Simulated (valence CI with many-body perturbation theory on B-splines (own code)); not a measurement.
Tb⁵²⁺: electric-dipole lines

Level of theory: configuration interaction combined with many-body perturbation theory (CI+MBPT): three valence electrons over a frozen Dirac-Fock core [Ne], radial functions for each j: 11 s, 11 p, 9 d, 7 f, 5 g, 2 h, 1 i, with the one-electron correlation potential Σ1 (screened to all orders), the two-electron term Σ2, the three-electron term Σ3, Breit, model QED; selected single and double excitations, second order for the rest (own B-spline code, finite nucleus).

The last digits are not significant, and no measured levels were compared; by estimate large intervals hold to a few tenths of a per cent, small ones and those within an open d or f shell to about a per cent.

Lines 1 to 50 of 265 in falling wavelength, among levels below 71.438 Ry, chosen from the strongest by gf and those to the six lowest levels. Wavelengths and rates use the calculated energies. Electric multipoles are in the length gauge, E1 and E2 with the static RPA response of the core. Weak lines are less certain than strong ones. Lines between different terms over intervals too small for the method are left out, as are lines whose strength nearly cancels. Where a level lies close to another of its J and parity, the split of strength between their lines is uncertain. The highest levels of a list are the least certain.

Levels are named by their leading jj configuration (3d3/2^4 stands for four electrons in 3d with j = 3/2), which in mixed levels can hold well under half, so a name can repeat and another be missing. Letters in brackets count levels of one name in rising energy.

```
λ vac (nm)                          Upper                       Lower   A (s⁻¹)  S (a.u.)
     20.39             (3s^2 3p3/2) J=3/2          (3s 3p1/2^2) J=1/2  1.59e+07  2.67e-04
     12.09      (3p1/2 3p3/2 3d3/2) J=7/2  (3s 3p3/2 3d3/2) J=5/2 [b]  3.76e+09  2.62e-02
     11.52         (3s 3p1/2 3d3/2) J=5/2          (3s^2 3d3/2) J=3/2  6.21e+09  2.81e-02
     11.13     (3s 3p1/2 3p3/2) J=3/2 [a]          (3s^2 3p3/2) J=3/2  1.39e+09  3.79e-03
     10.74  (3p1/2 3p3/2 3d5/2) J=7/2 [b]  (3s 3p3/2 3d5/2) J=5/2 [b]  8.68e+09  4.25e-02
     10.51      (3p1/2 3p3/2 3d5/2) J=9/2  (3s 3p3/2 3d5/2) J=7/2 [b]  7.02e+09  4.02e-02
     9.814         (3s 3p1/2 3d5/2) J=7/2          (3s^2 3d5/2) J=5/2  1.53e+10  5.71e-02
     9.810         (3s 3p1/2 3p3/2) J=5/2          (3s^2 3p3/2) J=3/2  9.24e+09  2.58e-02
     9.351          (3p1/2^2 3d3/2) J=3/2      (3s 3p1/2 3d3/2) J=1/2  1.23e+10  1.98e-02
     9.302      (3p1/2 3p3/2 3d5/2) J=9/2  (3s 3p3/2 3d5/2) J=7/2 [a]  1.13e+10  4.47e-02
     9.171          (3p1/2^2 3p3/2) J=3/2  (3s 3p1/2 3p3/2) J=3/2 [b]  6.69e+09  1.02e-02
     9.144     (3s 3p1/2 3d5/2) J=5/2 [b]          (3s^2 3d5/2) J=5/2  1.20e+10  2.71e-02
     9.117             (3s 3p1/2^2) J=1/2          (3s^2 3p1/2) J=1/2  2.45e+10  1.84e-02
     9.051  (3p1/2 3p3/2 3d5/2) J=5/2 [a]  (3s 3p3/2 3d5/2) J=3/2 [a]  1.67e+10  3.67e-02
     8.975  (3p1/2 3p3/2 3d5/2) J=5/2 [b]  (3s 3p3/2 3d5/2) J=7/2 [b]  8.60e+09  1.84e-02
     8.961  (3p1/2 3p3/2 3d3/2) J=3/2 [a]  (3s 3p3/2 3d3/2) J=3/2 [a]  1.32e+10  1.87e-02
     8.961      (3p1/2 3p3/2 3d3/2) J=7/2      (3s 3p3/2 3d3/2) J=7/2  1.35e+10  3.83e-02
     8.863  (3p1/2 3p3/2 3d5/2) J=3/2 [b]      (3s 3p3/2 3d5/2) J=1/2  1.95e+10  2.68e-02
     8.842         (3s 3p1/2 3d5/2) J=3/2          (3s^2 3d5/2) J=5/2  1.70e+10  2.32e-02
     8.805          (3p1/2^2 3d5/2) J=5/2      (3s 3p1/2 3d5/2) J=3/2  2.62e+10  5.31e-02
     8.756      (3p1/2 3p3/2 3d3/2) J=7/2  (3s 3p3/2 3d3/2) J=5/2 [a]  6.64e+09  1.76e-02
     8.544  (3p1/2 3p3/2 3d5/2) J=3/2 [a]  (3s 3p3/2 3d5/2) J=5/2 [a]  1.78e+10  2.19e-02
     8.538     (3s 3p1/2 3p3/2) J=3/2 [b]          (3s^2 3p3/2) J=3/2  1.61e+10  1.98e-02
     8.525          (3p1/2^2 3d5/2) J=5/2  (3s 3p1/2 3d5/2) J=5/2 [b]  2.82e+10  5.18e-02
     8.416  (3p1/2 3p3/2 3d5/2) J=5/2 [a]  (3s 3p3/2 3d5/2) J=5/2 [a]  2.04e+10  3.61e-02
     8.327     (3s 3p1/2 3d3/2) J=3/2 [a]  (3s 3p1/2 3p3/2) J=3/2 [b]  1.49e+10  1.69e-02
     8.248  (3p1/2 3p3/2 3d5/2) J=7/2 [b]  (3s 3p3/2 3d5/2) J=7/2 [a]  1.57e+10  3.49e-02
     8.173          (3p1/2 3p3/2^2) J=5/2          (3s 3p3/2^2) J=5/2  1.99e+10  3.22e-02
     8.079  (3p1/2 3p3/2 3d5/2) J=5/2 [b]  (3s 3p3/2 3d5/2) J=7/2 [a]  2.38e+10  3.72e-02
     8.064         (3s 3p1/2 3p3/2) J=1/2          (3s^2 3p3/2) J=3/2  2.25e+10  1.16e-02
     8.049          (3p1/2^2 3p3/2) J=3/2      (3s 3p1/2 3p3/2) J=5/2  4.05e+10  4.17e-02
     8.016  (3p1/2 3p3/2 3d5/2) J=7/2 [a]      (3s 3p3/2 3d5/2) J=9/2  4.04e+10  8.21e-02
     8.015          (3p1/2^2 3d5/2) J=5/2      (3s 3p1/2 3d5/2) J=7/2  5.30e+10  8.08e-02
     8.013          (3p1/2^2 3d3/2) J=3/2      (3s 3p1/2 3d3/2) J=5/2  5.79e+10  5.88e-02
     7.966          (3p1/2 3p3/2^2) J=3/2          (3s 3p3/2^2) J=5/2  3.74e+10  3.73e-02
     7.757         (3s 3p1/2 3d3/2) J=5/2  (3s 3p1/2 3p3/2) J=3/2 [b]  3.80e+09  5.25e-03
     7.750  (3p1/2 3p3/2 3d3/2) J=5/2 [b]      (3s 3p3/2 3d3/2) J=7/2  4.62e+10  6.37e-02
     7.653      (3p1/2 3p3/2 3d5/2) J=9/2      (3s 3p3/2 3d5/2) J=9/2  3.00e+10  6.64e-02
     7.644  (3p1/2 3p3/2 3d3/2) J=3/2 [b]  (3s 3p3/2 3d3/2) J=5/2 [a]  2.57e+10  2.26e-02
     7.628  (3p1/2 3p3/2 3d3/2) J=5/2 [a]       (3p1/2 3p3/2^2) J=5/2  1.84e+10  2.41e-02
     7.484          (3p1/2^2 3d3/2) J=3/2  (3s 3p1/2 3d3/2) J=3/2 [a]  2.95e+10  2.44e-02
     7.392     (3s 3p1/2 3d3/2) J=3/2 [a]      (3s 3p1/2 3p3/2) J=5/2  1.69e+10  1.35e-02
     7.337          (3p1/2^2 3p3/2) J=3/2  (3s 3p1/2 3p3/2) J=3/2 [a]  1.61e+10  1.25e-02
     6.939         (3s 3p1/2 3d3/2) J=5/2      (3s 3p1/2 3p3/2) J=5/2  8.32e+09  8.23e-03
     6.814         (3s 3p1/2 3d3/2) J=1/2  (3s 3p1/2 3p3/2) J=3/2 [b]  7.72e+07  2.41e-05
     6.786     (3s 3p1/2 3d3/2) J=3/2 [a]  (3s 3p1/2 3p3/2) J=3/2 [a]  6.37e+06  3.93e-06
     6.673     (3s 3p1/2 3d3/2) J=3/2 [b]  (3s 3p1/2 3p3/2) J=3/2 [b]  5.31e+09  3.12e-03
     6.403         (3s 3p1/2 3d3/2) J=5/2  (3s 3p1/2 3p3/2) J=3/2 [a]  2.67e+08  2.08e-04
     6.280             (3s^2 3d3/2) J=3/2          (3s^2 3p3/2) J=3/2  1.85e+08  9.06e-05
     6.187     (3s 3d3/2 3d5/2) J=7/2 [b]  (3s 3p3/2 3d5/2) J=7/2 [a]  1.43e+10  1.34e-02
```
